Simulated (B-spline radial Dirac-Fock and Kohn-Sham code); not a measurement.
**Satellites and hypersatellites of the K lines of I³⁺**

System: iodine as I³⁺, configuration [Kr] 4d10 5s2 5p2.

These are calculated numbers from an atomic code on a B-spline grid; the model is multi-electron Dirac-Fock with separately optimised hole states, Breit and Lamb-shift corrections added in first order. Each two-hole energy is an average over J within one jj subconfiguration, not an observable level; in light atoms, where LS coupling holds, the j-resolved values are not observed lines, and for a K spectator the Kα1 hypersatellite is nearly forbidden. No correlation.

Lines without a spectator: Kα2 (K-L2) 28315.5 eV, Kα1 (K-L3) 28610.3 eV, Kβ3 (K-M2) 32234.4 eV, Kβ1 (K-M3) 32291.2 eV. Shifts in eV with one spectator hole (a dash: not computed, or left out as unreliable):

```
spectator hole     Kα2     Kα1     Kβ3     Kβ1
        K (1s)  +620.3  +642.7  +793.1  +798.0
    L2 (2p1/2)   +69.7   +88.6       –  +185.3
    L3 (2p3/2)   +66.1   +67.0  +161.1       –
    M2 (3p1/2)       –  +10.71  +23.68  +28.65
    M3 (3p3/2)   +7.59       –  +23.80  +23.31
    M4 (3d3/2)   +1.54   -1.32       –       –
    M5 (3d5/2)   -1.91   +0.26       –       –
```
